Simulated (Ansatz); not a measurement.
Geometry optimisation, RKS PBE/def2-mTZVP in Ansatz 0.2.0.

Input file:

```yaml
crystal:
  periodic: [false, false, false]
  atoms:
    - { symbol: Ge, position_ang: [0.0, 0.0, 0.0] }
    - { symbol: C, position_ang: [0.0, 0.0, 1.96] }
    - { symbol: H, position_ang: [-0.9996, -0.3092, 2.3305] }
    - { symbol: H, position_ang: [0.7676, -0.7111, 2.3305] }
    - { symbol: H, position_ang: [0.232, 1.0203, 2.3305] }
    - { symbol: O, position_ang: [1.6691, 0.0, -0.5894] }
    - { symbol: H, position_ang: [1.9855, -0.9521, -0.7061] }
    - { symbol: H, position_ang: [-0.73, 1.2648, -0.5162] }
    - { symbol: F, position_ang: [-0.7913, -1.3709, -0.5594] }
basis:
  gaussian: { orbitals: def2-mTZVP }
hamiltonian:
  xc: pbe
relax:
  f_tol: 0.02
  max_steps: 40
```

Run as:

```bash
$ ansatz run input.yaml --threads 4 --pin off --max-ram 5120MiB --backend cpu --events-out ev --progress --plain --runs-dir out
```

Task: Where does it end, and by what steps?

Result: It converged. The force dipped under the threshold on the way, but the program's further checks kept it going. After 11 steps the energy has fallen by 0.241 eV; H7 moved furthest, 0.45 Å.

```tsv
step	energy less start (eV)	largest force component (eV/Å)	accepted
0	0.0000	2.752	yes
1	-0.1719	1.357	yes
2	-0.2226	0.222	yes
3	-0.2273	0.091	yes
4	-0.2273	0.643	yes
5	-0.2030	1.269	no
6	-0.2385	0.059	yes
7	-0.2400	0.013	yes
8	-0.2393	0.220	no
9	-0.2406	0.024	yes
10	-0.2407	0.033	yes
11	-0.2408	0.016	yes
```

```xyz
9
Properties=species:S:1:pos:R:3
Ge -0.047 0.022 -0.001
C 0.018 -0.033 1.951
H -1.000 -0.041 2.362
H 0.533 -0.943 2.287
H 0.554 0.843 2.343
O 1.574 0.042 -0.773
H 2.162 -0.652 -0.419
H -0.804 1.184 -0.677
F -0.858 -1.480 -0.493
```

Whether the end is a true minimum wasn't checked by a vibrational analysis.

Run time: 13 s on 4 threads of Arm Neoverse V2 (shared host), peak memory 0.21 GiB.
